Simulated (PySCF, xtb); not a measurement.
difluoro(prop-1-en-2-yl)borane (C₃H₅BF₂), SMILES C=C(C)B(F)F. Other conformers were not sampled.

Harmonic wavenumbers (cm⁻¹) from GFN2-xTB in xtb at its own minimum, in rising order: 55, 115, 157, 272, 324, 417, 465, 566, 693, 693, 927, 961, 1019, 1040, 1165, 1271, 1324, 1393, 1410, 1467, 1480, 1657, 3015, 3030, 3042, 3089, 3128.

**Question.** What does B3LYP-D3(BJ)/def2-SVP (PySCF 2.14.0) give at its own minimum? (The exact figures need the calculation; the answer reports its results.)

**Answer.** 66, 161, 190, 314, 338, 449, 499, 641, 712, 762, 958, 990, 1012, 1055, 1190, 1381, 1397, 1419, 1432, 1452, 1467, 1693, 3023, 3090, 3118, 3123, 3223. Paired by order, the mean absolute difference is 39 cm⁻¹ and the zero-point energies are 48.9 and 50.3 kcal/mol.
